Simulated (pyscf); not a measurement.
Single points on ωB97X-D3(BJ)/def2-SVP structures (PySCF, gas phase).

Problem. How much does it cost (ΔH, 298 K, ωB97M-D3(BJ)/def2-TZVP) to split H₂As–SiH₂–AsH₂ (SMILES [AsH2][SiH2][AsH2]) at its As–Si bond into AsH₂• + •H₂Si–AsH₂?

Solution. As–Si to AsH₂• + •H₂Si–AsH₂: 2.75 eV. The 7 functionals that were run give +2.55 (M06-2X) to +3.00 eV (ωB97X-D3(BJ)). •H₂Si–AsH₂ lies 0.71 eV over its isomer H₃Si–AsH•, and others may lie lower still (electronic energy, ωB97M-D3(BJ)). Elements up to Kr have no core potential and no relativistic terms here.
